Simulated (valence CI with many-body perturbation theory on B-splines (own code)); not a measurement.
## Hg LXVIII in three bases

Computed by relativistic CI+MBPT: three valence electrons over a frozen Dirac-Fock core [Ne], radial functions for each j: 9 s, 9 p, 8 d, 6 f, 3 g, 1 h, with the one-electron correlation potential Σ1, the two-electron term Σ2, the three-electron term Σ3, Breit, model QED; selected CI, second order for the rest, scaled by the run's own slope (own B-spline code, finite nucleus).

The last digits are not significant, and no measured levels were compared; by estimate large intervals hold to a few tenths of a per cent, small ones and those within an open d or f shell to about a per cent.

The reference run has the lowest level (3s^2 3p1/2) J=1/2 and an ionisation energy of 8162.37 eV. Its largest variational space holds 8337 state functions.

Levels are named by their leading jj configuration (3d3/2^4 stands for four electrons in 3d with j = 3/2), which in mixed levels can hold well under half, so a name can repeat and another be missing. Letters in brackets count levels of one name in rising energy.

Changed runs:
A. basis 6 s, 6 p, 5 d, 3 f, 1 g
B. basis 5 s, 5 p, 4 d, 2 f

Excitation energies of the reference run in cm⁻¹, and shifts in cm⁻¹:

```
                     Level  Reference       A      B
        (3s 3p1/2^2) J=1/2    1537600     -40    -77
        (3s^2 3p3/2) J=3/2    4265200     -38    -97
(3s 3p1/2 3p3/2) J=3/2 [a]    5526500    -213   -630
    (3s 3p1/2 3p3/2) J=5/2    5691000     -53   -157
(3s 3p1/2 3p3/2) J=3/2 [b]    5869210     -27    -68
    (3s 3p1/2 3p3/2) J=1/2    5964880    -0.2    +76
        (3s^2 3d3/2) J=3/2    6357780    +283   +928
        (3s^2 3d5/2) J=5/2    7220730    +224   +645
(3s 3p1/2 3d3/2) J=3/2 [a]    7356490    -120   -338
(3s 3p1/2 3d3/2) J=3/2 [b]    7472120     -67   -155
    (3s 3p1/2 3d3/2) J=5/2    7565640     +84   +191
    (3s 3p1/2 3d3/2) J=1/2    7805450    +190   +556
    Ionisation energy (eV)    8162.37  -0.022  -0.07
```
